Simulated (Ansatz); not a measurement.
Reaction (cleavage of the Si–Si bond): `N[SiH2][SiH](F)[SiH3]` + `O[AsH2]` → `[SiH3]O[AsH2]` + `N[SiH2][SiH2]F`

Computed with Ansatz on PBE0-D4/def2-TZVP structures; ΔE is electronic, products minus reactants. CCSD(T)/CBS is the MP2 limit (def2-TZVPP, def2-QZVPP) plus CCSD(T) − MP2 in def2-TZVPP, frozen cores. Functionals use def2-TZVPP. B3LYP here is the variant with VWN-RPA as its local correlation; programs differ in this. For As outer-core shells are correlated without core-valence functions, which leaves a few kJ/mol of doubt a bond. Scalar relativity is left out up to krypton. Each species was taken in one conformer, which may not be the lowest.

`N[SiH2][SiH](F)[SiH3]`:

Z-matrix (Å, degrees):
```
Si
Si 1 2.357
N 1 1.725 2 116.3
H 1 1.488 2 108.4 3 121.3
H 1 1.490 2 106.4 3 -121.0
Si 2 2.347 1 113.3 3 -179.0
F 2 1.619 1 109.2 3 -57.0
H 2 1.494 1 110.0 3 59.5
H 3 1.008 1 118.5 2 72.6
H 3 1.008 1 119.1 2 -66.2
H 6 1.489 2 108.0 1 -60.8
H 6 1.488 2 111.8 1 179.5
H 6 1.488 2 110.8 1 57.9
```

`O[AsH2]`:

Cartesian coordinates in Å:
```
O 0.399 0.565 0.870
As 0.106 -0.283 -0.693
H 1.293 0.915 0.850
H -0.528 -1.529 -0.077
H -1.269 0.332 -0.949
```

`[SiH3]O[AsH2]`:

```xyz
8

Si    0.837   -0.405   -0.953
O     0.184   -0.098    0.525
As   -1.398    0.698    0.828
H     1.008    0.850   -1.736
H    -0.026   -1.328   -1.740
H     2.158   -1.034   -0.716
H    -1.877   -0.315    1.867
H    -0.885    1.630    1.925
```

`N[SiH2][SiH2]F`:

Cartesian coordinates in Å:
```
N 0.677 1.099 1.225
Si -0.659 0.558 0.283
Si 0.120 -1.117 -1.163
F 0.891 -2.233 -0.291
H 1.271 0.419 1.672
H 0.590 1.926 1.794
H -1.830 0.030 1.050
H -1.162 1.705 -0.523
H -0.989 -1.795 -1.885
H 1.090 -0.594 -2.161
```

| level | ΔE (kcal/mol) | difference from CCSD(T)/CBS |
| --- | --- | --- |
| ωB97X-V | -22.0 | 0.4 |
| ωB97M-V | -23.0 | -0.6 |
| B2PLYP | -23.6 | -1.2 |
| PBE | -15.5 | 6.9 |
| r2SCAN | -20.0 | 2.4 |
| B3LYP | -22.2 | 0.2 |
| HF/def2-TZVPP | -29.2 | -6.8 |
| SCS-MP2/def2-TZVPP | -26.0 | -3.6 |
| CCSD/def2-TZVPP | -23.7 | -1.3 |
| CCSD(T)/def2-TZVPP | -22.8 | -0.4 |
| HF/def2-QZVPP | -29.7 | -7.3 |
| MP2/def2-QZVPP | -24.9 | -2.5 |
| SCS-MP2/def2-QZVPP | -25.9 | -3.5 |
| HF/CBS(def2) | -29.8 | -7.4 |
| MP2/CBS(def2) | -24.5 | -2.1 |
| CCSD/CBS(def2) | -23.4 | -1.0 |
| CCSD(T)/CBS | -22.4 | 0 |

Largest T1 diagnostic among the species: 0.013.

In def2-TZVPP, CCSD(T) changes the Hartree–Fock value by +6.5 kcal/mol (the triples alone add +0.9 kcal/mol) and MP2 by +4.3 kcal/mol. From PBE to PBE0 (25 % exact exchange), in def2-TZVPP and without D4, ΔE moves by −2.4 kcal/mol.
